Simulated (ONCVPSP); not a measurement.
**Which change was made? (Sr, ONCV)**

ONCVPSP 4.0.1 input, shortened (lines: element, Z, core and valence counts, functional; n l f; lmax; l rc ep ncon nbas qcut; lloc lpopt rc5 dvloc0; l nproj debl; icmod fcfact rcfact), PBE, fully relativistic:

```
  Sr 38.00    6    4        4      upf
    1    0    2.00
    2    0    2.00
    2    1    6.00
    3    0    2.00
    3    1    6.00
    3    2   10.00
    4    0    2.00
    4    1    6.00
    4    2    0.50
    5    0    1.50
    2
    0    2.50    0.00    4    7    3.60
    1    1.60    0.00    4    8    4.70
    2    3.45    0.00    4    8    5.10
    4    5    1.50    2.00
    0    3    0.50
    1    2    3.00
    2    1    2.30
    3    4.25    1.40
```

Open shells are filled in proportion to 2j + 1.

Cutoffs, loose and tight: the cutoffs (Ha) at which the residual kinetic energy of the hardest occupied pseudo-wave falls to 1 and 0.1 mHa per electron. They do not see the model core or the augmentation charge, which bear on the density cutoff. Test errors are all-electron minus pseudo excitation energies from the reference, over the configurations 4s2 4p6 4d0 5s2; 4s2 4p6 4d0 5s1; 4s2 4p6 4d0 5s0; 4s2 4p6 4d1 5s1; variants that change the core or the reference have their own tests. The largest error is taken over the tests solved by every variant that gives reliable tests at all, those not shown here included: 4s2 4p6 4d0 5s1; 4s2 4p6 4d0 5s2; 4s2 4p6 4d1 5s1.

The base gives: outcome: generated; cutoff, loose: 23 Ha; cutoff, tight: 74 Ha; bound ghosts: none; GHOST(+) flags above zero: s, d5/2, d3/2; largest test error (meV): +2.7.

(1) After one change the result is: outcome: generated; cutoff, loose: 23 Ha; cutoff, tight: 74 Ha; bound ghosts: d5/2, d3/2; GHOST(+) flags above zero: s; largest test error (meV): +11. Which change was it?
A. d: qcut 3.1
B. all radii but the core radius scaled by about 0.97 (s 2.42, p 1.54, d 3.34 bohr); local potential polynomial inside 1.46 bohr (lpopt 5, dvloc0 2 Ha)
C. reference 4s2 4p6 5s1; wave 4d: rc 3.45 bohr, ncon 4, nbas 8, qcut 5.1 1/bohr, 1 projector becomes d scattering state at 0.27 Ha: rc 3.45 bohr, ncon 4, nbas 8, qcut 5.1 1/bohr, 1 projector

## Answers

(1) A. The others give: reference 4s2 4p6 5s1; wave 4d: rc 3.45 bohr, ncon 4, nbas 8, qcut 5.1 1/bohr, 1 projector becomes d scattering state at 0.27 Ha: rc 3.45 bohr, ncon 4, nbas 8, qcut 5.1 1/bohr, 1 projector → outcome: generated, projector energies reset by the program; cutoff, loose: 23 Ha; cutoff, tight: 74 Ha; bound ghosts: none; GHOST(+) flags above zero: s, d5/2, d3/2; largest test error (meV): -1.9 | all radii but the core radius scaled by about 0.97 (s 2.42, p 1.54, d 3.34 bohr); local potential polynomial inside 1.46 bohr (lpopt 5, dvloc0 2 Ha) → outcome: generated; cutoff, loose: 32 Ha; cutoff, tight: 82 Ha; bound ghosts: none; GHOST(+) flags above zero: s; largest test error (meV): +2.3.
